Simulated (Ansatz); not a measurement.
Reaction (ligand exchange at the Si–C bond): `C=C=C(O)[SiH3]` + `[OH][Ge][OH]` → `[OH][Ge][O][SiH3]` + `C=C=CO`

Program: Ansatz. Geometries: PBE0-D4/def2-TZVP. ΔE: electronic, gas phase. CBS: MP2 limit from def2 TZ/QZ plus the TZ coupled-cluster correction, frozen cores. DFT in def2-TZVPP. B3LYP here is the variant with VWN-RPA as its local correlation; programs differ in this. For Ge outer-core shells are correlated without core-valence functions, which leaves a few kJ/mol of doubt a bond. Scalar relativity is left out up to krypton. Each species was taken in one conformer, which may not be the lowest.

`C=C=C(O)[SiH3]`:

Cartesian coordinates in Å:
```
C 0.802 -0.172 -2.056
C 0.386 -0.345 -0.834
C -0.042 -0.474 0.394
O -0.048 -1.652 1.101
Si -0.713 1.007 1.326
H 1.835 0.088 -2.274
H 0.133 -0.283 -2.906
H 0.311 -2.352 0.545
H -2.123 0.758 1.724
H 0.093 1.240 2.553
H -0.633 2.184 0.429
```

`[OH][Ge][OH]`:

Z-matrix (Å, degrees):
```
O
Ge 1 1.790
H 1 0.961 2 118.8
O 2 1.790 1 102.4 3 0.1
H 4 0.961 2 118.8 1 -0.1
```

`[OH][Ge][O][SiH3]`:

Z-matrix (Å, degrees):
```
Si
O 1 1.640
H 1 1.486 2 109.6
H 1 1.486 2 109.6 3 -119.8
H 1 1.490 2 110.8 3 120.1
Ge 2 1.800 1 137.6 3 -120.2
O 6 1.774 2 96.3 1 179.9
H 7 0.964 6 112.5 2 -0.0
```

`C=C=CO`:

Cartesian coordinates in Å:
```
C -1.030 1.158 0.046
C -0.069 0.300 -0.140
C 0.899 -0.553 -0.334
O 1.068 -1.746 0.302
H -1.952 1.116 -0.529
H -0.950 1.955 0.782
H 1.686 -0.365 -1.056
H 0.348 -1.866 0.929
```

```tsv
level	ΔE (kJ/mol)	difference from CCSD(T)/CBS
r2SCAN-D4	-100.7	2.4
PBE0-D4	-95.4	7.7
ωB97X-V	-102.4	0.7
B3LYP	-105.1	-2.0
HF/def2-TZVPP	-124.4	-21.3
SCS-MP2/def2-TZVPP	-108.7	-5.6
CCSD/def2-TZVPP	-108.4	-5.3
CCSD(T)/def2-TZVPP	-105.2	-2.1
HF/CBS(def2)	-125.9	-22.8
CCSD/CBS(def2)	-106.3	-3.2
CCSD(T)/CBS	-103.1	0
```

Largest T1 diagnostic among the species: 0.015.

From PBE to PBE0 (25 % exact exchange), in def2-TZVPP and without D4, ΔE moves by −6.5 kJ/mol. In def2-TZVPP, CCSD(T) changes the Hartree–Fock value by +19.2 kJ/mol (the triples alone add +3.2 kJ/mol) and MP2 by +20.1 kJ/mol.
